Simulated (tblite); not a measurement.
Level: GFN2-xTB in tblite, geometry and Hessian alike; calculated harmonic values, unscaled, isolated species. Errors from tens to a few hundred cm⁻¹ against measured bands are possible. Modes of hydrogen on germanium, silicon and sulfur can be 10 to 20 % off. One conformer each. Thermal functions are those of the rigid rotor and harmonic oscillator, without mixing of conformers.

Task: Order these by their heat capacity Cp at 200 K, highest first (cal/(mol K)).
A. `[H]/N=C\C1=C[CH2][GeH2][CH2]1`
B. `CCC/C(C)=C/CF`
C. `N(=C/[SiH2]S)/[H]`
D. `COCC[C@@](C)([SiH3])Cl`
E. `C#CC1=C(F)C=C[SiH2]1`
F. `N#CCS[Si@H]([SiH3])C[SiH3]`

Result: F (39.3), D (32.2), B (28.6), E (25.0), A (23.6), C (19.1).

```
                       SMILES  atoms  mass (u)  symmetry number  modes under 300 cm⁻¹  ZPE (kcal/mol)  S translation (cal/(mol K))  S rotation  S vibration      S    Cp
   N#CCS[Si@H]([SiH3])C[SiH3]     19    176.99                1                    11            75.5                         39.5        29.8         35.6  104.8  39.3
       COCC[C@@](C)([SiH3])Cl     21    152.04                1                     9           105.0                         39.0        28.5         19.9   87.3  32.2
                CCC/C(C)=C/CF     21    116.10                1                     8           114.5                         38.2        28.1         22.7   89.0  28.6
         C#CC1=C(F)C=C[SiH2]1     13    124.01                1                     4            50.4                         38.4        27.6         11.2   77.2  25.0
[H]/N=C\C1=C[CH2][GeH2][CH2]1     16    156.99                1                     4            75.7                         39.1        27.6         12.9   79.6  23.6
              [H]/N=C\[SiH2]S      9     90.99                1                     4            34.6                         37.5        25.2         10.9   73.6  19.1
```

Entropies and Cp are for 200 K and 1 bar.
